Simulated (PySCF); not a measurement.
C5H7N, SMILES C#C/C=N/CC.

Coordinates come from a B3LYP-D3(BJ)/def2-SVP optimisation. The structure was generated by enumeration; whether it is a known compound was not checked. The values are those of a single conformer.

Two levels are set side by side: PBE/def2-TZVP (PySCF) and M06-2X/def2-TZVP (PySCF). Same geometry, gas phase. Differences are taken from unrounded values.

```csv
quantity,M06-2X
orbital gap (eV),8.49
highest occupied level (eV),-8.89
lowest empty level (eV),-0.40
dipole moment (D),1.42
mean polarisability (bohr³),69.9
```

**Question.** What does PBE give, and how far is it from M06-2X? (The exact figures need the calculation; the answer reports its results.)

**Answer.** 
```
quantity                       PBE  PBE minus M06-2X
---------------------------  -----  ----------------
orbital gap (eV)              3.78             -4.70
highest occupied level (eV)  -6.12              2.77
lowest empty level (eV)      -2.34             -1.93
dipole moment (D)             1.23             -0.19
mean polarisability (bohr³)   74.3               4.4
```

Without exact exchange PBE keeps part of each electron's self-repulsion, which lifts occupied levels and narrows the gap. Loosely held outer electrons make PBE densities more polarisable. Differences between two approximate levels are no errors against the true value.

Rough cost on one machine, each run with all the roots and properties that it gave: M06-2X against PBE about 4 times.
